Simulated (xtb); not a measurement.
xtb input (GFN2-xTB):

```bash
xtb mol.xyz --gfn 2 --ohess tight --chrg -1 --uhf 0
```
mol.xyz:
```
14

C      1.92091575     1.12203542    -0.23417313
Si     1.47713662    -0.49374755     0.41362905
O     -0.11868275    -1.05201231     0.29333318
Si    -1.32154530    -0.30380789    -0.50134185
C     -1.88326869     1.29650549     0.25683160
H      1.80336462     1.97435246     0.33691528
H      2.21202573     1.22017660    -1.29555057
H      1.72728784    -0.60527939     1.86152701
H      2.23194886    -1.64607996    -0.30551275
H     -1.13366565    -0.08341280    -1.98725014
H     -2.49339389    -1.22507355    -0.40671089
H     -1.05329622     2.09250001     0.16661772
H     -2.06912239     1.19949351     1.34214184
H     -2.82760575     1.72760116    -0.24061185
```

End of the output:

```
optimized geometry written to: xtbopt.xyz

           -------------------------------------------------
          | TOTAL ENERGY              -16.623827986344 Eh   |
          | TOTAL ENTHALPY            -16.518585663442 Eh   |
          | TOTAL FREE ENERGY         -16.563821597765 Eh   |
          | GRADIENT NORM               0.000219722986 Eh/α |
          | HOMO-LUMO GAP               2.886938941477 eV   |
           -------------------------------------------------

------------------------------------------------------------------------
------------------------------------------------------------------------
 total:
 SCF:
 ANC optimizer:
 analytical hessian:
```

It need not be the lowest isomer of its formula. Whether it binds its extra electron was not tested at this geometry.
